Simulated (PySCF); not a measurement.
Compound: C₆H₈F (doublet state).
Cartesian coordinates in Å at the GFN2-xTB level; atoms count from 1:
```
atom  x, y, z in Å
C1     1.5417   -1.1876   -0.3791
C2     0.5520   -0.1292   -0.1074
C3    -0.8219   -0.1120    0.1230
C4    -1.8191   -1.0299    0.2172
F5    -1.5774   -2.3513    0.0690
C6    -0.8484    1.3938    0.2599
C7     0.6803    1.3599    0.0189
H8     2.3110   -1.2055    0.3965
H9     1.0551   -2.1590   -0.4143
H10    2.0496   -1.0087   -1.3298
H11   -2.8561   -0.8132    0.4120
H12   -1.4199    1.9078   -0.5102
H13   -1.1524    1.7596    1.2383
H14    1.2823    1.7024    0.8624
H15    1.0189    1.8809   -0.8782
```

The hyperfine couplings belong to this conformer and change with its torsions.

Identity: `C1C(=C([CH]F)C1)C` [radical].

Computed with PySCF, UKS B3LYP, pcH-1 on C F H, non-relativistic, mean-field spin-orbit, GIAO. The structure is a single GFN2-xTB conformer in the gas phase; no vibrational or solvent corrections. A GFN2-xTB geometry isn't a minimum of the functional, and hyperfine couplings can be far from their values at a DFT geometry. No stability test was run, so a lower SCF solution isn't excluded. ⟨S²⟩ is 0.775 where a pure state has 0.75.

Computed for the main isotopes (class means, splittings of 0.05 mT or more): g = 2.0033; F5 19F +88.7 MHz (3.16 mT); H14/H15 1H +71.0 MHz (2.53 mT); H8/H9/H10 1H +45.8 MHz (1.63 mT); H11 1H -43.9 MHz (1.57 mT); H12/H13 1H -15.5 MHz (0.55 mT); 144 first-order lines, 15.80 mT wide.

(1) What changes when 1H at H8/H9/H10 is replaced by 2H at all these sites?

(2) Where do the 13C satellites of C2 appear, and how strong are they?

(3) Give position and intensity of the satellites from 13C at C4.

(4) Where do the 13C satellites of C3 appear, and how strong are they?

## Answers

(1) At a fixed geometry a is proportional to g_N: 0.85744/5.58569 = 0.1535, so a goes from +45.8 to +7.0 MHz (0.251 mT). The spin goes from 1/2 to 1, so the 1:3:3:1 quartet becomes a 1:3:6:7:6:3:1 septet. The spectrum then has 252 first-order lines over 12.40 mT.

(2) a = +62.6 MHz, or 2.23 mT in magnitude, and I = 1/2, so to first order each main line has two satellites, at ±1.12 mT. The isotope's abundance is about 1.07 %, shared among 2 lines, so each has 0.54 % of the main line's intensity.

(3) a = +60.1 MHz, or 2.14 mT in magnitude, and I = 1/2, so to first order each main line has two satellites, at ±1.07 mT. The isotope's abundance is about 1.07 %, shared among 2 lines, so each has 0.54 % of the main line's intensity.

(4) a = -49.7 MHz, or 1.77 mT in magnitude, and I = 1/2, so to first order each main line has two satellites, at ±0.89 mT. The isotope's abundance is about 1.07 %, shared among 2 lines, so each has 0.54 % of the main line's intensity.

Class means assume fast exchange of nuclei equivalent by connectivity; if that motion is slow, each nucleus keeps its own coupling. The three 1H nuclei of mean +45.8 MHz run from 2.2 to 69.2 MHz in the frozen geometry.

On one thread, Arm Neoverse N1 (aarch64) (shared host), this took 79 s of wall time (with the writing of density and orbital grids) and 0.93 GiB of memory at its peak.
